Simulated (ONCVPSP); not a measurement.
## Ne, ONCV: configuration errors across variants

ONCVPSP 4.0.1 input, shortened (lines: element, Z, core and valence counts, functional; n l f; lmax; l rc ep ncon nbas qcut; lloc lpopt rc5 dvloc0; l nproj debl; icmod fcfact rcfact), PBE, non-relativistic:

```
  Ne 10.00    1    2        4      upf
    1    0    2.00
    2    0    2.00
    2    1    4.50
    2
    0    0.60    0.00    4    7   12.20
    1    1.25    0.00    5    9    9.90
    2    0.95    0.32    4    7   11.20
    4    5    0.55    0.00
    0    1    3.40
    1    3    1.50
    2    3    2.70
    2    0.50    1.20
```

In the p channel the program set the typed energies aside and used -1.585, 0.250, 1.750 Ha.

All-electron excitation energies from the reference (eV): (1) 2s2 2p6 -41.312; (2) 2s2 2p5 -18.822; (3) 2s2 2p4 24.459; (4) 2s2 2p5.5 -32.437.

A true bound ghost makes a file unfit for plane-wave use even where its test errors are small: the radial tests pick states by their node count and pass the ghost by.

Errors AE − PS in meV (a dash: test not solved or not reliable):

```csv
change,(1),(2),(3),(4),bound ghosts,GHOST(+) flags above zero
base,+93,+18,+28,+55,none,"p, d"
d: qcut 7.6,+93,+18,+28,+55,d,p
d: qcut 10.5,+93,+18,+28,+55,none,"p, d"
d: qcut 12.7,+93,+18,+28,+55,none,p
d: qcut 14.3,+93,+18,+28,+55,none,p
d: qcut 15.9,+93,+18,+28,+55,none,p
```

(1) Give the same row for: d: qcut 9.2.

Results:

(1) +93, +18, +28, +55; bound ghosts: d; GHOST(+) flags above zero: p.
